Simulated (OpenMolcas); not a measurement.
# neutral gallium: effect of correlating more closed shells

* Program: OpenMolcas
* Basis: ANO-R2 [6s5p4d3f1g]
* Scalar Hamiltonian: X2C, finite nucleus
* Active space: 3 electrons in 8 orbitals (4s 4p 5s 5p)
* State averaging: 2S+1 = 4 odd, 3 roots (0 in the spin-orbit step); 2S+1 = 2 odd, 3 roots; 2S+1 = 4 even, 3 roots; 2S+1 = 2 even, 5 roots (0 in the spin-orbit step)
* Spin-orbit coupling: state interaction with AMFI integrals over the reference wave functions, term energies averaged over their components

Methods on the same reference wave functions:
A. CASSCF
B. SS-CASPT2, IPEA 0.25 Eh, imaginary shift 0.1 Eh (closed shells correlated: 3d)
C. SS-CASPT2, IPEA 0.25 Eh, imaginary shift 0.1 Eh (closed shells correlated: 3s 3p 3d)

Energies in eV above 4s² 4p ²P°_1/2, the measured ground level; measured values from NIST Handbook of Basic Atomic Spectroscopic Data.

| Level | A | B | C | Measured |
| --- | --- | --- | --- | --- |
| 4s² 4p ²P°_1/2 | 0.0000 | 0.0000 | 0.0000 | 0.0000 |
| 4s² 4p ²P°_3/2 | 0.0789 | 0.0789 | 0.0789 | 0.1024 |
| 4s 4p² ⁴P_1/2 | 4.0219 | 4.552 | 4.600 |  |
| 4s 4p² ⁴P_3/2 | 4.0569 | 4.587 | 4.635 |  |
| 4s 4p² ⁴P_5/2 | 4.1153 | 4.645 | 4.694 |  |

Between B and C the level of the table that moves most is 4s 4p² ⁴P_1/2, by 390 cm-1 (lowest in B, highest in C).

The lowest spin-free term lies below A's lowest term by 0.500 hartree in B, 0.800 hartree in C.

What an inner shell adds also hangs on whether the basis holds functions to correlate it.

Some high roots are left out of the spin-orbit mixing, which shifts the levels that they would mix with. Active for correlation alone: 5p 5s; no level in the range computed is led by a configuration that fills them, so any true level of that kind is missing. Terms of s pⁿ other than that of highest spin mix with s² pⁿ⁻² d, which this space lacks; all of them can be thousands of cm-1 off, and some have no real level of that name. Without dynamic correlation excited terms often stand tens of per cent too high (terms of higher spin than the ground term too low), and those without a measured partner can miss by more than the paired ones (holds for A). Only configurations of the active space appear.

° marks odd parity.
